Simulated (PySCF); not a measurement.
CH₃IMgS, SMILES C[S][Mg][I].

Geometry optimised at PBE-D3(BJ)/def2-SVP. The def2 effective core potentials stand for the cores of I; spin–orbit coupling is left out. One conformer was computed; it need not be the lowest.

These are PBE-D3(BJ)/def2-SVP in PySCF values and carry that method's errors.

Frequencies are harmonic and unscaled.

```
mode  ν (cm⁻¹)  IR (km/mol)  moving atoms (share of kinetic energy)
----  --------  -----------  --------------------------------------
1           60          7.0          C 38 %, Mg 37 %, H 16 %, I 8 %
2           67          2.0                         H 86 %, Mg 12 %
3          108         21.0                 Mg 69 %, S 16 %, H 12 %
4          153         14.1         Mg 42 %, C 22 %, S 17 %, I 11 %
5          216          3.9                 S 57 %, I 20 %, Mg 17 %
6          500         93.8                         Mg 76 %, S 21 %
7          683          6.2                   C 60 %, S 31 %, H 9 %
8          918          7.3                          H 85 %, C 14 %
9          931         10.0                          H 83 %, C 15 %
10        1284         23.9                          H 88 %, C 12 %
11        1404          7.4                                  H 95 %
12        1408          6.0                                  H 95 %
13        2979         26.9                                  H 98 %
14        3083          3.1                          H 90 %, C 10 %
15        3085          1.0                          H 90 %, C 10 %
```
